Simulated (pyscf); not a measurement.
**HO–Si(OH)(OH)–SiH₃ (SMILES O[Si](O)(O)[SiH3]), singlet**

Gas-phase minimum from PySCF at ωB97X-D3(BJ)/def2-SVP, one conformer. HO–Si(OH)(OH)–SiH₃ lies 27.7 kcal/mol over its isomer HO–SiH(OH)–O–SiH₃ (electronic energy, ωB97M-D3(BJ)/def2-TZVP). 

```
Si
O 1 1.6578
H 2 0.9644 1 116.39
O 1 1.6593 2 109.16 3 41.67
H 4 0.9632 1 115.52 2 -137.01
O 1 1.6679 2 113.35 3 -73.79
H 6 0.9625 1 117.40 2 -63.12
Si 1 2.3213 2 105.35 3 163.98
H 8 1.4913 1 111.35 2 -57.52
H 8 1.4941 9 108.86 1 121.16
H 8 1.4949 9 108.85 10 117.35
```
Charge 0, spin multiplicity 1.

Properties at ωB97X-D3(BJ)/def2-SVP:

- Harmonic wavenumbers, unscaled = 96, 119, 137, 169, 229, 248, 294, 313, 372, 492, 532, 537, 776, 789, 804, 848, 918, 941, 947, 960, 976, 2237, 2242, 2258, 3911, 3930, 3938 cm⁻¹
- Zero-point energy = 42.9 kcal/mol
- Rotational symmetry number = 1
- Entropy of this conformer at 298 K and 1 atm, rigid rotor and harmonic oscillator, modes under 100 cm⁻¹ raised to 100 = 376.5 J/(mol K)
- Dipole moment = 1.86 D

Single-point totals, which compare only within one level:

```csv
level,total energy (hartree)
ωB97X-D3(BJ)/def2-TZVP,-808.63221
PBE/def2-TZVP,-807.99498
r²SCAN/def2-TZVP,-808.37949
B3LYP-D3(BJ)/def2-TZVP,-808.60189
PBE0-D3(BJ)/def2-TZVP,-808.06104
M06-2X/def2-TZVP,-808.41364
ωB97M-D3(BJ)/def2-TZVP,-808.67344
```

Soft torsions are taken as harmonic, which can shift the entropy by several J/(mol K).
